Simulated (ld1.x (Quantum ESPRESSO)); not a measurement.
# u(r) = r·R(r): atom against pseudo-atom (germanium)

Columns: radius, all-electron u(r) and pseudo u(r) of the 4s shell (level -11.73 eV) of germanium in the configuration [Ar] 3d10 4s2 4p2; PBE, scalar-relativistic, TM scheme, ld1.x (Quantum ESPRESSO) 7.5.

```json
{"r (bohr)": "0.113", "all-electron": "-0.1867", "pseudo": "-0.0224"}
{"r (bohr)": "0.225", "all-electron": "-0.0690", "pseudo": "-0.0465"}
{"r (bohr)": "0.338", "all-electron": "0.2244", "pseudo": "-0.0746"}
{"r (bohr)": "0.450", "all-electron": "0.3456", "pseudo": "-0.1086"}
{"r (bohr)": "0.563", "all-electron": "0.2946", "pseudo": "-0.1514"}
{"r (bohr)": "0.675", "all-electron": "0.1483", "pseudo": "-0.2045"}
{"r (bohr)": "0.788", "all-electron": "-0.0329", "pseudo": "-0.2700"}
{"r (bohr)": "0.900", "all-electron": "-0.2093", "pseudo": "-0.3465"}
{"r (bohr)": "1.013", "all-electron": "-0.3661", "pseudo": "-0.4319"}
{"r (bohr)": "1.125", "all-electron": "-0.4935", "pseudo": "-0.5185"}
{"r (bohr)": "1.238", "all-electron": "-0.5931", "pseudo": "-0.5996"}
{"r (bohr)": "1.350", "all-electron": "-0.6653", "pseudo": "-0.6660"}
{"r (bohr)": "1.463", "all-electron": "-0.7145", "pseudo": "-0.7144"}
{"r (bohr)": "1.575", "all-electron": "-0.7437", "pseudo": "-0.7437"}
{"r (bohr)": "1.688", "all-electron": "-0.7569", "pseudo": "-0.7569"}
{"r (bohr)": "1.800", "all-electron": "-0.7568", "pseudo": "-0.7568"}
{"r (bohr)": "1.913", "all-electron": "-0.7462", "pseudo": "-0.7462"}
{"r (bohr)": "2.025", "all-electron": "-0.7277", "pseudo": "-0.7277"}
{"r (bohr)": "2.138", "all-electron": "-0.7029", "pseudo": "-0.7029"}
{"r (bohr)": "2.250", "all-electron": "-0.6739", "pseudo": "-0.6739"}
{"r (bohr)": "2.363", "all-electron": "-0.6416", "pseudo": "-0.6416"}
{"r (bohr)": "2.475", "all-electron": "-0.6078", "pseudo": "-0.6078"}
{"r (bohr)": "2.588", "all-electron": "-0.5727", "pseudo": "-0.5727"}
{"r (bohr)": "2.700", "all-electron": "-0.5376", "pseudo": "-0.5376"}
{"r (bohr)": "2.813", "all-electron": "-0.5026", "pseudo": "-0.5026"}
{"r (bohr)": "2.925", "all-electron": "-0.4686", "pseudo": "-0.4686"}
```

Question: How many radial nodes do the two functions have?

Answer: The all-electron 4s function has n − l − 1 = 3 (the table is too coarse to show those close to the nucleus); the pseudo-wave has 0, since the states of the same l below it are removed with the core.

Question: At about which radius was the pseudo-wave matched?

Answer: 1.70 bohr. The columns agree to 0.0005 from 1.46 bohr on; several derivatives are matched, so the curves merge somewhat inside the radius.

Question: Where does each function peak?

Answer: Outermost all-electron maximum near 1.69 bohr, pseudo maximum near 1.69 bohr (to the table’s step).

Question: Is the pseudo-wave norm-conserving?

Answer: Yes: the TM scheme keeps the norm inside the radius equal to the all-electron one, which fixes the energy derivative of the logarithmic derivative at the level.
